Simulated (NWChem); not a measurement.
System: stibine (SbH₃); SMILES [SbH3]

Input file for NWChem:

```
start job
memory heap 200 mb stack 900 mb global 1100 mb
geometry units angstroms noautoz
  Sb     0.000000     0.000000     0.032948
  H     -0.343600     1.369063    -0.928994
  H      1.357443    -0.386965    -0.928994
  H     -1.013843    -0.982098    -0.928994
end
basis spherical
  * library def2-svp
end
ecp
  Sb library def2-ecp
end
dft
  xc xtpss03 ctpss03
  iterations 150
end
task dft gradient
```

Parts of the log:

```
             Northwest Computational Chemistry Package (NWChem) 7.3.0
             --------------------------------------------------------

 C3V symmetry detected

                             Geometry "geometry" -> ""
                             -------------------------

 Output coordinates in angstroms (scale by  1.889725989 to convert to a.u.)

  No.       Tag          Charge          X              Y              Z
 ---- ---------------- ---------- -------------- -------------- --------------
    1 Sb                  51.0000     0.00000000     0.00000000     0.05344122
    2 H                    1.0000     0.99809669     0.99809669    -0.90850078
    3 H                    1.0000     0.36532874    -1.36342543    -0.90850078
    4 H                    1.0000    -1.36342543     0.36532874    -0.90850078

 Effective nuclear repulsion energy (a.u.)      48.0484666837

      Symmetry information
      --------------------

 Group name             C3v
 Group number             17
 Group order               6
 No. of unique centers     2

                                 NWChem DFT Module
                                 -----------------

 Summary of "ao basis" -> "ao basis" (spherical)
 ------------------------------------------------------------------------------
       Tag                 Description            Shells   Functions and Types
 ---------------- ------------------------------  ------  ---------------------
 Sb                         def2-svp                10       26   4s4p2d
 H                          def2-svp                 3        5   2s1p

      Symmetry analysis of basis
      --------------------------

        a1         14
        a2          1
        e          26

  Rotation of axis

            General Information
            -------------------
          SCF calculation type: DFT
          Wavefunction type:  closed shell.
          No. of atoms     :     4
          No. of electrons :    26
           Alpha electrons :    13
            Beta electrons :    13
          Charge           :     0
          Spin multiplicity:     1
          Use of symmetry is: on ; symmetry adaption is: on
          Maximum number of iterations: 150
          AO basis - number of functions:    41
                     number of shells:    19
          Convergence on energy requested:  1.00D-06
          Convergence on density requested:  1.00D-05
          Convergence on gradient requested:  5.00D-04

              XC Information
              --------------
                  TPSS metaGGA Exchange Functional  1.000
             TPSS03 metaGGA Correlation Functional  1.000

             Grid Information
             ----------------
          Grid used for XC integration:  medium
          Radial quadrature: Mura-Knowles
          Angular quadrature: Lebedev.
          Tag              B.-S. Rad. Rad. Pts. Rad. Cut. Ang. Pts.
          ---              ---------- --------- --------- ---------
          Sb                  1.45      123           7.0       590
          H                   0.35       45           8.0       434
          Grid pruning is: on
          Number of quadrature shells:   168
          Spatial weights used:  Erf1

      Superposition of Atomic Density Guess
      -------------------------------------

 Sum of atomic energies:        -279.11015138

      Non-variational initial energy
      ------------------------------

 Total energy =    -240.760965
 1-e energy   =    -464.613300
 2-e energy   =     201.826917
 HOMO         =      -0.284739
 LUMO         =       0.053607

      Symmetry analysis of molecular orbitals - initial
      -------------------------------------------------

  Numbering of irreducible representations:

     1 a1          2 a2          3 e

  Orbital symmetries:

     1 a1          2 e           3 e           4 a1          5 e
     6 e           7 e           8 e           9 a1         10 a1
    11 e          12 e          13 a1         14 e          15 e
    16 a1         17 e          18 e          19 a1         20 a1
    21 e          22 e          23 a1

   convergence    iter        energy       DeltaE   RMS-Dens  Diis-err
 ---------------- ----- ----------------- --------- --------- ---------
 d= 0,ls=0.0,diis     1   -241.9180942787 -2.64D+02  1.41D-02  7.33D-02
 d= 0,ls=0.0,diis     2   -241.9309035652 -1.28D-02  3.48D-03  6.70D-03
 d= 0,ls=0.0,diis     3   -241.9320941811 -1.19D-03  1.09D-03  1.20D-03
 d= 0,ls=0.0,diis     4   -241.9323485029 -2.54D-04  3.92D-04  7.36D-05
 d= 0,ls=0.0,diis     5   -241.9323629581 -1.45D-05  1.31D-04  1.85D-05
  Resetting Diis
 d= 0,ls=0.0,diis     6   -241.9323656638 -2.71D-06  2.70D-06  6.77D-09
 d= 0,ls=0.0,diis     7   -241.9323656653 -1.50D-09  4.64D-07  9.21D-11

         Total DFT energy =     -241.932365665342
      One electron energy =     -465.391676035213
           Coulomb energy =      221.791787753701
    Exchange-Corr. energy =      -20.357895784252
 Nuclear repulsion energy =       22.025418400422

 Numeric. integr. density =       26.000000696065

                  Occupations of the irreducible representations
                  ----------------------------------------------

                     irrep           alpha         beta
                     --------     --------     --------
                     a1                5.0          5.0
                     a2                0.0          0.0
                     e                 8.0          8.0

                       DFT Final Molecular Orbital Analysis
                       ------------------------------------

 Vector   11  Occ=2.000000D+00  E=-3.134767D-01  Symmetry=e
              MO Center= -2.5D-01,  3.6D-01, -5.5D-01, r^2= 2.4D+00
   Bfn.  Coefficient  Atom+Function         Bfn.  Coefficient  Atom+Function
  ----- ------------  ---------------      ----- ------------  ---------------
    11      0.394705  1 Sb px                37     -0.338621  4 H  s
    27      0.277853  2 H  s                 38     -0.199041  4 H  s
    14      0.183978  1 Sb px                28      0.163321  2 H  s
     8     -0.151055  1 Sb px                 5     -0.122350  1 Sb px
    20     -0.089016  1 Sb d  1              32      0.060768  3 H  s

 Vector   12  Occ=2.000000D+00  E=-3.134767D-01  Symmetry=e
              MO Center=  2.5D-01, -3.6D-01, -5.5D-01, r^2= 2.4D+00
   Bfn.  Coefficient  Atom+Function         Bfn.  Coefficient  Atom+Function
  ----- ------------  ---------------      ----- ------------  ---------------
    12      0.394705  1 Sb py                32     -0.355921  3 H  s
    27      0.230587  2 H  s                 33     -0.209210  3 H  s
    15      0.183978  1 Sb py                 9     -0.151055  1 Sb py
    28      0.135539  2 H  s                 37      0.125334  4 H  s
     6     -0.122350  1 Sb py                18      0.089016  1 Sb d -1

 Vector   13  Occ=2.000000D+00  E=-2.406901D-01  Symmetry=a1
              MO Center=  6.1D-17,  1.1D-17,  2.0D-01, r^2= 2.6D+00
   Bfn.  Coefficient  Atom+Function         Bfn.  Coefficient  Atom+Function
  ----- ------------  ---------------      ----- ------------  ---------------
    13      0.451265  1 Sb pz                 3      0.402998  1 Sb s
     4      0.320966  1 Sb s                 16      0.312529  1 Sb pz
     1     -0.177588  1 Sb s                 10     -0.171828  1 Sb pz
    27     -0.166651  2 H  s                 32     -0.166651  3 H  s
    37     -0.166651  4 H  s                  7     -0.138661  1 Sb pz

 Vector   14  Occ=0.000000D+00  E=-2.382136D-02  Symmetry=e
              MO Center=  2.4D-02,  1.8D-02, -2.1D-02, r^2= 3.9D+00
   Bfn.  Coefficient  Atom+Function         Bfn.  Coefficient  Atom+Function
  ----- ------------  ---------------      ----- ------------  ---------------
    28      0.837747  2 H  s                 15     -0.747253  1 Sb py
    14     -0.653334  1 Sb px                33     -0.467524  3 H  s
    38     -0.370223  4 H  s                 12     -0.299608  1 Sb py
    11     -0.261952  1 Sb px                27      0.258960  2 H  s
    32     -0.144518  3 H  s                 37     -0.114441  4 H  s

 Vector   15  Occ=0.000000D+00  E=-2.382136D-02  Symmetry=e
              MO Center= -2.4D-02, -1.8D-02, -2.1D-02, r^2= 3.9D+00
   Bfn.  Coefficient  Atom+Function         Bfn.  Coefficient  Atom+Function
  ----- ------------  ---------------      ----- ------------  ---------------
    38      0.753599  4 H  s                 14      0.747253  1 Sb px
    33     -0.697422  3 H  s                 15     -0.653334  1 Sb py
    11      0.299608  1 Sb px                12     -0.261952  1 Sb py
    37      0.232948  4 H  s                 32     -0.215583  3 H  s
     8     -0.107817  1 Sb px                21     -0.095469  1 Sb d  2

 Vector   16  Occ=0.000000D+00  E= 3.282228D-02  Symmetry=a1
              MO Center=  2.2D-14,  5.7D-15, -3.8D-01, r^2= 4.7D+00
   Bfn.  Coefficient  Atom+Function         Bfn.  Coefficient  Atom+Function
  ----- ------------  ---------------      ----- ------------  ---------------
    16     -1.135659  1 Sb pz                 4      1.082811  1 Sb s
    28     -0.974423  2 H  s                 33     -0.974423  3 H  s
    38     -0.974423  4 H  s                  3      0.782487  1 Sb s
    13     -0.315181  1 Sb pz                 1     -0.250840  1 Sb s
     2     -0.202746  1 Sb s                 27     -0.125367  2 H  s

[...]

                         DFT ENERGY GRADIENTS

    atom               coordinates                        gradient
                 x          y          z           x          y          z
   1 Sb      0.000000   0.000000   0.100989    0.000000   0.000000  -0.007826
   2 H       1.886129   1.886129  -1.716818   -0.002000  -0.002000   0.002609
   3 H       0.690371  -2.576500  -1.716818   -0.000732   0.002732   0.002609
   4 H      -2.576500   0.690371  -1.716818    0.002732  -0.000732   0.002609
```

Level: TPSS/def2-SVP with def2 effective core potentials on Sb. Structure relaxed at the PBE0-D3(BJ)/def2-TZVP level. def2 effective core potentials on Sb; no spin-orbit coupling.
